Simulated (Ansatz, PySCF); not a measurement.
Gas-phase reaction (SMILES): C[Si](Br)(Br)Br [tribromo(methyl)silane] + F (HF) → F[Si](Br)(Br)Br [tribromo(fluoro)silane] + C (CH4); hydrogen fluoride cleaves one Si-C bond, a model of a ligand-exchange step.

Each molecule is optimised on its own at B3LYP-D3(BJ)/def2-TZVP (Ansatz, a quantum-chemistry and plane-wave program). Correlated levels leave the core frozen unless marked. No spin-orbit coupling. Frozen are the shells of the preceding noble gas and the d and f shells that filled before the atom's block. Non-relativistic. Basis-set limits of correlation are two-point, X^-3; Hartree-Fock from the larger set. [CCSD(T)-MP2]/basis is that difference in the basis named. Thermal terms are rigid-rotor harmonic-oscillator values from B3LYP-D3(BJ) frequencies (Ansatz or PySCF) at 298.15 K and 1 atm. 1 Eh = 627.5095 kcal/mol.

```json
[
 {"species": "C[Si](Br)(Br)Br", "E, RI-MP2/CBS(def2-TZVPPD,def2-QZVPPD)+[CCSD(T)-MP2]/def2-TZVPPD (Ansatz) (Eh)": "-8047.14669", "E, r2SCAN-D4/def2-TZVPD (Ansatz + dftd4) (Eh)": "-8051.97759", "H - E (Eh)": "0.04981"},
 {"species": "F (HF)", "E, RI-MP2/CBS(def2-TZVPPD,def2-QZVPPD)+[CCSD(T)-MP2]/def2-TZVPPD (Ansatz) (Eh)": "-100.39405", "E, r2SCAN-D4/def2-TZVPD (Ansatz + dftd4) (Eh)": "-100.44728", "H - E (Eh)": "0.01259"},
 {"species": "F[Si](Br)(Br)Br", "E, RI-MP2/CBS(def2-TZVPPD,def2-QZVPPD)+[CCSD(T)-MP2]/def2-TZVPPD (Ansatz) (Eh)": "-8107.12452", "E, r2SCAN-D4/def2-TZVPD (Ansatz + dftd4) (Eh)": "-8111.97379", "H - E (Eh)": "0.01475"},
 {"species": "C (CH4)", "E, RI-MP2/CBS(def2-TZVPPD,def2-QZVPPD)+[CCSD(T)-MP2]/def2-TZVPPD (Ansatz) (Eh)": "-40.46135", "E, r2SCAN-D4/def2-TZVPD (Ansatz + dftd4) (Eh)": "-40.49957", "H - E (Eh)": "0.04840"}
]
```

Question: Work out ΔE and ΔH at 298.15 K at the first level, then ΔH at the second.

Answer: 
1. ΔE = [(-8107.12452) + (-40.46135)] - [(-8047.14669) + (-100.39405)] = -0.04513 Eh = -28.3 kcal/mol at RI-MP2/CBS(def2-TZVPPD,def2-QZVPPD)+[CCSD(T)-MP2]/def2-TZVPPD.
2. The terms H - E add up to 0.00075 Eh, so ΔH = (-0.04513 + (0.00075))×627.5095 = -27.8 kcal/mol.
3. At r2SCAN-D4/def2-TZVPD the same steps give ΔE = -30.4 and ΔH = -30.0 kcal/mol, a shift of -2.2 from the first level.
4. These values are not checked against measurement here, since the tables used lack a sound gas-phase enthalpy of formation for at least one species.
